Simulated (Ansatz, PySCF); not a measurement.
This Ansatz (a first-principles code) input computes a SVWN5/def2-TZVPD energy:

Ansatz 0.2 input:
```yaml
crystal:
  periodic: [false, false, false]
  atoms:
    - {symbol: Cl, position_ang: [-0.00000000, -0.00000000, -1.35530721]}
    - {symbol: Cl, position_ang: [0.00000000, 0.00000000, 1.35530721]}
basis:
  gaussian:
    orbitals: def2-TZVPD
hamiltonian:
  xc: {name: SVWN5}
total_charge: -1
magnetization: {spin_polarized: true, initial_magnetization: 1}
output: {forces: true}
```

Write an input for the same energy in PySCF and say what it gives.


```python
from pyscf import gto, scf, dft

mol = gto.M(
    atom='''
    Cl   -0.00000000   -0.00000000   -1.35530721
    Cl    0.00000000    0.00000000    1.35530721
    ''',
    basis='def2-tzvpd',
    charge=-1,
    spin=1,
    symmetry='D2h',
    verbose=4,
)

mf = dft.UKS(mol, xc='svwn').density_fit(auxbasis='def2-universal-jkfit')
mf.grids.level = 3
mf.conv_tol = 1e-9
mf.max_cycle = 100
mf.max_memory = 1500
mf.kernel()
if not mf.converged:
    mf = mf.newton()
    mf.kernel(mf.make_rdm1())
mf.analyze()
```
It gives -917.52318 Eh, and Ansatz -917.52302 Eh, a difference of 0.16 mEh, from the treatment of integrals and grids.
